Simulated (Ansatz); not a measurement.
Total energies of Si(PMe2)H3 (C2H9PSi) from Ansatz at PBE-D4/def2-TZVP, gas phase (1 Eh = 27.2114 eV = 2625.5 kJ/mol). The reference geometry is relaxed at PBE-D4/def2-SVP.

```xyz
13

Si   -0.3596    0.8663   -1.5959
P    -0.6492   -0.7979   -0.0731
C    -0.8931    0.2664    1.4524
C     1.1512   -1.2741    0.1536
H    -0.1103    1.0413    1.5869
H    -0.8955   -0.3919    2.3449
H    -1.8831    0.7613    1.3995
H     1.8204   -0.4128    0.3575
H     1.2233   -1.9854    1.0012
H     1.5079   -1.7990   -0.7547
H    -1.6732    1.5675   -1.8246
H     0.1008    0.2695   -2.9003
H     0.6603    1.8887   -1.1474
```

| state | geometry | energy (Eh) |
| --- | --- | --- |
| charge 0 singlet | reference | -712.09965 |
| charge 1 doublet | reference | -711.78757 |
| free Si atom (triplet) | – | -289.22285 |
| free P atom (quartet) | – | -341.10299 |
| free C atom (triplet) | – | -37.79597 |
| free H atom (doublet) | – | -0.49962 |

**Question.** Work out the vertical ionisation energy to the doublet.

**Answer.** E(charge 1 doublet) − E(charge 0 singlet) = -711.78757 − (-712.09965) = 0.31208 Eh = 8.49 eV. For comparison, −ε of the highest occupied level is 5.56 eV at this level, 2.93 eV less.

**Question.** What is the binding energy per atom against free atoms?

**Answer.** Atoms: 1 × (-289.22285) + 1 × (-341.10299) + 2 × (-37.79597) + 9 × (-0.49962) = -710.41436 Eh. Binding: -710.41436 − (-712.09965) = 1.68529 Eh = 45.86 eV, or 3.53 eV for each of 13 atoms (no zero-point energy, no counterpoise term).
